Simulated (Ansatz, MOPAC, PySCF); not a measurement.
Torsion H3–O1–Sn2–H4 in H2OSn (SMILES [OH][SnH]); at each angle all else is relaxed with GFN2-xTB, and the levels are single points there.
Geometry at 0° (charge 0, multiplicity 1):
```xyz
4

O     -1.05602     0.16395     0.28137
Sn     0.77912     0.88110    -0.12633
H     -1.56433    -0.48507    -0.20138
H      1.13849    -0.11461    -1.70886
```

On the grid 0° to 330°, 60° is the highest and 0° the lowest point at CCSD(T)/CBS(def2-TZVPP, def2-QZVPP).

Cores are frozen in the correlated methods. Filled d and f shells under p-block atoms count as core. CBS(a, b) extrapolates the correlation energy as X⁻³ and adds the Hartree–Fock energy of set b. Rows in 3-21G, LANL2DZ, STO-3G carry no dispersion term and start afresh at each structure; the Pople sets are all-electron and without relativity. LANL2DZ brings its own core potentials from Na on. The state that AM1, PM3, PM6, PM7 reach isn't checked; PM7 holds dispersion and hydrogen-bond terms.

Run with Ansatz (an electronic-structure program) with Gaussian orbitals; MOPAC for AM1, PM3, PM6, PM7 (differences of heats of formation); PySCF for 3-21G rows, LANL2DZ rows, STO-3G rows, the dispersion terms. Values without a source in brackets are computed. In def2 rows elements past Kr take small-core potentials, without spin–orbit coupling.

Other levels give for the energy at 60° less that at 0°: PBE/def2-TZVPP 8.34; B3LYP/def2-TZVPP 7.94; B3LYP-D3(BJ)/def2-TZVPP 7.98; wB97M-V/def2-TZVPP 8.13; CCSD(T)/CBS(def2-TZVPP, def2-QZVPP) 7.93 kcal/mol.

Q: What do these common cheap choices give for the same quantity: AM1, PM3, PM6, PM7, HF/STO-3G, HF/3-21G, B3LYP/3-21G, B3LYP/LANL2DZ?

A: AM1 5.89; PM3 7.14; PM6 9.67; PM7 4.74; HF/STO-3G 18.95; HF/3-21G 5.47; B3LYP/3-21G 6.48; B3LYP/LANL2DZ 4.21 kcal/mol. They span 4.21 to 18.95 kcal/mol.
